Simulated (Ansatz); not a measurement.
Molecule: sum formula GeBrF$_{2}$ (charge 0, doublet). It need not be the lowest isomer of its formula. SMILES: [F][Ge]([F])[Br]
Coordinates optimised at B3LYP-D3(BJ)/def2-TZVP (Ansatz, a first-principles code):
```
Ge
F 1 1.7414
F 1 1.7414 2 103.48
Br 1 2.3357 2 108.95 3 -115.81
```
Charge 0, spin multiplicity 2.

Parts of the frozen-core correlation energy in 6-31G* (Ansatz, hartree). Frozen orbitals: 30; correlated occupied orbitals by spin: 13 and 12; virtual: 57 and 58. Open shells are spin-unrestricted. No spin-orbit coupling. No relativistic terms.

| term | value |
|---|---|
| reference (HF) | -4846.15093 |
| MP2 opposite-spin | -0.38424 |
| MP2 same-spin | -0.15083 |
| CCSD correlation | -0.54854 |
| (T) | -0.01264 |
| T1 diagnostic | 0.017 |
| largest doubles amplitude | 0.032 |
| <S^2> of the reference | 0.762 |
